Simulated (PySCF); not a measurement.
C4H7O2, SMILES C[CH]OC(C)=O, multiplicity 2. Atoms are numbered in the order given.

```xyz
13

C      2.5436     0.6521     0.1306
C      1.3251    -0.1507     0.3509
O      0.1552     0.4470    -0.0502
C     -0.9910    -0.3012    -0.0674
C     -2.1571     0.5479    -0.4785
O     -1.0184    -1.4700     0.2251
H      3.4034     0.1913     0.6380
H      2.8011     0.7440    -0.9451
H      2.4204     1.6794     0.5144
H      1.2840    -1.2315     0.5014
H     -1.9338     1.0818    -1.4140
H     -2.3478     1.3124     0.2911
H     -3.0455    -0.0825    -0.5989
```
Charge 0, spin multiplicity 2.

Geometry optimised at r2SCAN-D4/def2-SVP. The isomer is the one that the SMILES or the coordinates give; other isomers of the formula were not compared. Other conformers were not sampled.

Calculation: PySCF with PBE0/pcH-1.

Unrestricted Kohn–Sham, ⟨S²⟩ = 0.755. Hyperfine tensors hold the contact and dipolar terms, without spin-orbit corrections.

Computed hyperfine couplings:
```json
[
 {"nucleus": "13C no. 1", "A(iso) (MHz)": "-33.5", "A(iso) (G)": "-11.9", "dipolar principal values (MHz)": "-1.6, -0.9, 2.5"},
 {"nucleus": "13C no. 2", "A(iso) (MHz)": "132.4", "A(iso) (G)": "47.3", "dipolar principal values (MHz)": "-79.7, -78.0, 157.7"},
 {"nucleus": "17O no. 3", "A(iso) (MHz)": "-8.6", "A(iso) (G)": "-3.1", "dipolar principal values (MHz)": "-25.8, 11.5, 14.3"},
 {"nucleus": "13C no. 4", "A(iso) (MHz)": "4.7", "A(iso) (G)": "1.7", "dipolar principal values (MHz)": "-4.7, -2.1, 6.8"},
 {"nucleus": "13C no. 5", "A(iso) (MHz)": "-3.4", "A(iso) (G)": "-1.2", "dipolar principal values (MHz)": "-0.5, 0.0, 0.5"},
 {"nucleus": "17O no. 6", "A(iso) (MHz)": "-1.5", "A(iso) (G)": "-0.6", "dipolar principal values (MHz)": "-10.8, 4.9, 5.9"},
 {"nucleus": "1H no. 7", "A(iso) (MHz)": "10.8", "A(iso) (G)": "3.9", "dipolar principal values (MHz)": "-5.3, -3.9, 9.2"},
 {"nucleus": "1H no. 8", "A(iso) (MHz)": "135.4", "A(iso) (G)": "48.3", "dipolar principal values (MHz)": "-4.3, -3.1, 7.4"},
 {"nucleus": "1H no. 9", "A(iso) (MHz)": "62.3", "A(iso) (G)": "22.2", "dipolar principal values (MHz)": "-4.8, -4.3, 9.1"},
 {"nucleus": "1H no. 10", "A(iso) (MHz)": "-63.7", "A(iso) (G)": "-22.7", "dipolar principal values (MHz)": "-35.5, -1.2, 36.7"},
 {"nucleus": "1H no. 11", "A(iso) (MHz)": "5.9", "A(iso) (G)": "2.1", "dipolar principal values (MHz)": "-1.6, -1.3, 2.9"},
 {"nucleus": "1H no. 12", "A(iso) (MHz)": "7.9", "A(iso) (G)": "2.8", "dipolar principal values (MHz)": "-1.6, -1.2, 2.8"},
 {"nucleus": "1H no. 13", "A(iso) (MHz)": "-0.7", "A(iso) (G)": "-0.3", "dipolar principal values (MHz)": "-1.0, -1.0, 2.0"}
]
```
